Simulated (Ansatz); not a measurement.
The cluster Al4N4⁻, relaxed as a doublet with UKS r2SCAN-D4/def2-SVPD in Ansatz, starting from the GFN2-xTB geometry. Force threshold 0.02 eV/Å.

Another isomer (doublet) lies 0.81 eV lower at PBE0-D4/def2-TZVPD; other spin states weren't run for this one.

Start:

```xyz
8

Al    4.8838    0.3682    1.4380
Al   -4.8619   -0.3683   -1.5102
Al   -1.5735   -0.1091   -0.4770
Al    1.5655    0.1118    0.5028
N     3.2244    0.2302    1.0063
N     0.1577   -0.6691   -0.3548
N    -0.1697    0.6680    0.3930
N    -3.2262   -0.2318   -0.9981
```

(1) Estimate the energy that the relaxation releases and the steps that it takes.

(2) Does the start keep its bonding?

(3) Predict the relaxed structure.

Answers

(1) 5.6 kJ/mol, in 4 steps; 23 s on 4 threads of Arm Neoverse V2 on a shared host. No frequencies were taken in this run, so the end may be a saddle point.

(2) By distances, no bond broke or formed. The bond that changes most is Al4–N5, from 1.74 to 1.70 Å (atoms count from 1).

(3) 
```xyz
8

Al    4.8776    0.3680    1.4658
Al   -4.8681   -0.3600   -1.4996
Al   -1.5885   -0.1172   -0.4825
Al    1.5853    0.1147    0.4939
N     3.2087    0.2341    0.9907
N     0.1598   -0.6645   -0.3616
N    -0.1644    0.6593    0.3781
N    -3.2104   -0.2344   -0.9848
```
Bond lengths (bridged metal pairs left out): 8 × Al–N 1.70 to 1.84 Å; 1 × N–N 1.55 Å.
